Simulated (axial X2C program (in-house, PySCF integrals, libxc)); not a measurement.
**Worked dissociation energy of SnN: PBE0, without spin–orbit coupling**

All values were computed with an in-house all-electron X2C program for linear molecules (integrals from PySCF). Spin-free means the one-electron spin-free X2C Hamiltonian. Basis: Sn dyall-cv3z [11s12p9d4f1g], N dyall-av3z [7s7p3d2f] (cores contracted in-house); Gaussian nuclei, density fitting, unrestricted open shells. Masses: Sn 119.902 u, N 14.003 u.

Molecular state: M_S = 1/2, Λ = 1 (beyond evenly filled blocks: π+α, π+β, π-α).

```
E(Sn) (2M_S = 2, M_L = 0) : -6176.214530 hartree
E(N) (2M_S = 3, M_L = 0)  : -54.576345 hartree
E(SnN) at Re              : -6230.885254 hartree
ωe                        : 665.8 cm⁻¹
ωexe                      : 6.93 cm⁻¹
```

Task: Work out De and D0.

Result: De = -6176.214530 + (-54.576345) − (-6230.885254) = 0.09438 hartree = 2.568 eV. The zero-point energy is ωe/2 − ωexe/4 = 331 cm⁻¹ = 0.041 eV, so D0 = 2.527 eV.

The state is one determinant whose occupation by symmetry is held fixed; it was picked as the lowest of a PBE0 search that is not exhaustive. De is counted from the lowest determinant-based energies of the atoms at the same level, without counterpoise correction. Other states lie close and PBE0, whose exact exchange favours high spin, may order them wrongly; the determinant shown need not be the ground state. The nearest other spin-free determinant of the search, M_S = 1/2, Λ = 0, lies 0.16 eV up at the distance of the search. The functionals have no current-density term, which raises determinants with orbital currents, atoms included. The determinant is spin-polarised beyond a pure state at some levels (its spin-free form has ⟨S²⟩ too high), which makes Re and μ there less reliable. Spin-free De lacks the spin–orbit lowering of the heavy p-block atom, a tenth of an eV or more for 4p and 5p, up to an eV for 6p and one to two eV for 7p atoms, less what an open-shell molecule gains itself.

Each atomic determinant is the lowest at this level and need not be a pure term. Totals compare only within one Hamiltonian and basis.
